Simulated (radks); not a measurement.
Method: scalar-relativistic Kohn-Sham, PBE, spin-polarised, spherical densities, finite nucleus; open shells are filled with parallel spins first; Fermi nuclear charge, rms radius of each element as measured or else 0.836 A^(1/3) + 0.57 fm; computed with a radial shooting solver on a logarithmic mesh with Libxc functionals. Each species is in its NIST ground configuration. Rank C4+, F4+, O4+, N4+, Ne4+ by radius at which the density is 0.001 e/bohr^3 (bohr), largest first.

Answer. N4+ 2.14, O4+ 2.13, F4+ 2.07, Ne4+ 2.00, C4+ 1.06.
